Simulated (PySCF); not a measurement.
# Spinor energies of Se²⁵⁺ (selenium, charge +25)

Start: [He] 2s2 2p5; 2p1/2 filled at m_j = -1/2, +1/2; 2p3/2 filled at m_j = -1/2, +1/2, +3/2. Calculated with PySCF 2.14 in an uncontracted even-tempered set (18 s from 7.8 bohr⁻², ratio 2.4; 12 p from 10 bohr⁻², ratio 2.4; 5 d from 41 bohr⁻², ratio 2.6; 4 f from 62 bohr⁻², ratio 2.6): generalised Hartree-Fock with the X2C-1e Hamiltonian and a Gaussian nucleus; one run each with spin-orbit coupling (SO) switched off, then screened by Boettger's factors.

| spinor shell | electrons | ε, spin-free (eV) | ε, screened SO (eV) | weight of nominal j (screened SO) | rms radius, screened SO (bohr) |
| --- | --- | --- | --- | --- | --- |
| 1s1/2 | 2 | -14045.5 | -14044.1 | 1.000 | 0.0507 |
| 2s1/2 | 2 | -2873.3 | -2872.9 | 1.000 | 0.205 |
| 2p1/2 | 2 | -2693.7 | -2723.3 | 0.984 | 0.179 |
| 2p3/2 | 3 | -2693.7 | -2679.0 | 0.989 | 0.183 |

```json
{"quantity": "E (hartree)", "spin-free": "-1962.32226", "screened SO": "-1962.95108"}
{"quantity": "M_J", "spin-free": "3/2", "screened SO": "3/2"}
{"quantity": "⟨J²⟩", "spin-free": "3.750", "screened SO": "3.750"}
{"quantity": "⟨L²⟩", "spin-free": "2.000", "screened SO": "2.001"}
{"quantity": "⟨S²⟩", "spin-free": "0.750", "screened SO": "0.751"}
```

Each row is a mean over spinors that exchange with the open shell spreads, by up to 26.289 eV (2s1/2).

Without spin-orbit coupling the j labels of p, d and f shells carry no meaning; the spin-free column gives the mean over the occupied spinors of each nl shell.
